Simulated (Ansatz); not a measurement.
Wavefunction ladder for `C[CH2][GeH]([SiH3])[Cl]`

```xyz
14

C     0.986   -1.356    0.902
C     0.326   -0.085    1.413
Ge   -1.008    0.645    0.181
Si   -0.221    1.046   -2.034
Cl   -2.548   -0.883   -0.030
H     1.700   -1.748    1.631
H     1.531   -1.182   -0.030
H     0.246   -2.136    0.710
H     1.063    0.705    1.590
H    -0.187   -0.260    2.362
H    -1.728    1.864    0.794
H     0.848    2.081   -2.009
H    -1.343    1.520   -2.883
H     0.334   -0.211   -2.597
```

Total charge 0; spin multiplicity 1. Correlated methods include outer-core shells of Ge, which these sets cover unevenly. Scalar relativity is left out up to krypton. The geometry is a stationary point of PBE0-D4/def2-TZVP. It is one conformer, not always the lowest. Frozen core, restricted reference, Ansatz.

| basis | HF (Eh) | MP2 corr. | CCSD corr. | (T) | CCSD(T) total |
| --- | --- | --- | --- | --- | --- |
| def2-SVP | -2904.26891 | -0.75544 | -0.82083 | -0.02274 | -2905.11248 |
| def2-TZVPP | -2904.88166 | -0.93064 | -0.99671 | -0.03868 | -2905.91705 |
| def2-QZVPP | -2904.94871 | -1.24556 | – | – | – |
